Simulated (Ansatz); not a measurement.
System: fluoro thiohypofluorite, SF2, charge 0, multiplicity 1. 
Coordinates optimised at B3LYP-D3(BJ)/def2-TZVP (Ansatz, a quantum-chemistry and plane-wave program):
SMILES: FSF
```xyz
3

F     -1.2130    -0.5047     0.0161
S     -0.0057     0.5532     0.0075
F      1.2232    -0.4788    -0.0294
```

Property: vertical triplet-singlet gap (E(triplet) - E(singlet); each state is the SCF solution reached for its spin), in kJ/mol. Cores are frozen in the correlated levels unless marked. UHF or UKS for open shells. No spin-orbit coupling. Non-relativistic. Basis-set limits of correlation are two-point, X^-3; Hartree-Fock from the larger set. [CCSD(T)-MP2]/basis is that difference in the basis named.

RI-MP2/CBS(aug-cc-pV(T+d)Z,aug-cc-pV(Q+d)Z)+[CCSD(T)-MP2]/aug-cc-pV(T+d)Z (Ansatz) gives 265.4 kJ/mol.

Task: Another calculation gave 238.6 kJ/mol. Which level was it?
(A) wB97M-V/def2-TZVPD (Ansatz)
(B) SVWN5/def2-TZVPD (Ansatz)
(C) PBE/def2-TZVPD (Ansatz)
(D) BHLYP/def2-TZVPD (Ansatz)

Result: B, SVWN5/def2-TZVPD (Ansatz). The others give 265.7 (wB97M-V), 228.0 (PBE), 252.3 (BHLYP) kJ/mol.
